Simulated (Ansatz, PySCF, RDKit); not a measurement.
Pair of molecules: H2O (SMILES O) (first 3 atoms) with CH3F (SMILES CF); geometry from B3LYP-D3(BJ)/def2-TZVP, rigid monomers moved along the line of their centres of mass till H2···F5 is 1.80 Å.
(charge 0, multiplicity 1):
```xyz
8

O      0.000     0.483    -0.139
H      0.209    -0.135     0.573
H     -0.439    -0.041    -0.816
C     -0.224     0.623     2.940
F      0.234    -0.551     2.325
H     -0.530     1.317     2.159
H     -1.066     0.363     3.580
H      0.592     1.038     3.529
```

| level | interaction energy (kcal/mol) | minus MP2/CBS(aug-cc-pVDZ, aug-cc-pVTZ) + ΔCCSD(T)/aug-cc-pVDZ | cost |
|---|---|---|---|
| UFF | 33.84 | 37.08 | - |
| HF/3-21G (no counterpoise) | -9.16 | -5.92 | - |
| HF/6-31G* | -1.51 | 1.73 | - |
| PBE-D4/def2-TZVPPD | -3.14 | 0.11 | ×1 |
| BP86/6-31G* (no counterpoise) | -5.42 | -2.18 | - |
| r2SCAN-D3(BJ)/def2-TZVPPD | -3.61 | -0.36 | ×2 |
| B3LYP-D4/def2-TZVPPD | -3.12 | 0.12 | ×1 |
| PBE0-D3(BJ)/def2-TZVPPD | -3.28 | -0.04 | ×1 |
| M06-2X/6-31G* (no counterpoise) | -6.91 | -3.66 | - |
| SCS-MP2/aug-cc-pVDZ | -1.86 | 1.38 | - |
| SCS-MP2/aug-cc-pVTZ | -2.31 | 0.93 | - |
| CCSD/aug-cc-pVDZ | -2.24 | 1.01 | - |
| CCSD(T)/aug-cc-pVDZ | -2.50 | 0.74 | ×5 |
| MP2/CBS(aug-cc-pVDZ, aug-cc-pVTZ) + ΔCCSD(T)/aug-cc-pVDZ | -3.24 | 0.00 | ×9 |

 The comparison column counts from a level with limits of its own.

The rows run from -9.16 (HF/3-21G (no counterpoise)) to 33.84 kcal/mol (UFF).

Counterpoise-corrected where a basis set is named; no monomer relaxation. Rows marked so take none. RDKit's UFF carries no charges.

Cores are frozen in the correlated methods. CBS(a, b) extrapolates the correlation energy as X⁻³ and adds the Hartree–Fock energy of set b. Rows in 3-21G, 6-31G* carry no dispersion term and start afresh at each structure (6-31G* with six Cartesian d functions).

Programs: Ansatz (a quantum-chemistry and plane-wave program) with Gaussian orbitals; PySCF for 3-21G rows, 6-31G* rows, the dispersion terms; RDKit for the force fields. 

Costs are rough ratios of core time to PBE/def2-TZVPPD (about 4 s over the structures, on one shared machine); a dash marks a level with no comparable run of its own.
